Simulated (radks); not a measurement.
Values are calculated unless marked as measured or tabulated.
These are the eigenvalues of the occupied orbitals of an atom or ion with whole-number occupations (eV). Code: a radial shooting solver on a logarithmic mesh with Libxc functionals. Model: non-relativistic Kohn-Sham, PBE, spin-polarised, spherical densities, point nucleus.

| orbital | eigenvalue |
|---|---|
| 1s | -1257.189 |
| 2s | -79.5520 |
| 2p | -46.6556 |
| 3s | -4.6989 |

Which element is it, and in what charge state? The configuration may be excited. Open shells, if any, are filled with parallel spins first.

Answer. Z = 12, magnesium, charge 0: Mg in [Ne] 3s2. The list shows which subshells hold electrons but not how many an open one holds; the 1s level, -46.201 hartree, gives Z - s = 9.6 by -(Z - s)^2/2, which with screening narrows Z to a few neighbours, and the depths of the outer levels then fix element, charge and occupations together.
